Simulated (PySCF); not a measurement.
A GIAO shielding run with PySCF 2.14 (density fitting, non-relativistic, gas phase) on SMILES C=N[Si@H]1[SiH2]C[SiH2]N1[SiH3], C2H12N2Si4:

```
$ OMP_NUM_THREADS=1 python probes_run.py task.json out

{"job": {"kind": "nmr", "xc": "PBE0", "basis": "pcSseg-1"}, "charge": 0, "multiplicity": 1}
C      2.539440    -2.024051    -0.969669
N      1.594726    -1.208559    -0.932623
Si     0.977608    -0.177219     0.297421
Si     1.101873     1.998669    -0.414221
C     -0.756614     2.393098    -0.591623
Si    -1.823378     0.937273     0.009489
N     -0.759575    -0.413255     0.284960
Si    -1.468621    -1.961852     0.616976
H      2.770621    -2.532861    -1.902554
H      3.176345    -2.276780    -0.116787
H      1.432700    -0.496702     1.665665
H      1.810500     2.275052    -1.673771
H      1.708040     2.911868     0.570311
H     -1.022327     3.291774    -0.039545
H     -0.994554     2.606042    -1.631881
H     -2.825979     0.552095    -0.990898
H     -2.496772     1.267013     1.276226
H     -0.391102    -2.948820     0.638391
H     -2.136653    -1.910317     1.921655
H     -2.441427    -2.271791    -0.430253
```

Hardware: 1 thread of an Intel Xeon, shared host. The job also computes population analyses, field gradients, ring-centre shieldings.

Question: How large is the calculation?

Answer: 94 electrons, 224 basis functions and 1250 auxiliary functions.

Question: How long does it take, and how much memory does it need?

Answer: 3.2 min of wall time, with 14 SCF cycles and 5 response iterations; peak memory 1.1 GiB. Times on a shared host scatter by some tens of per cent.
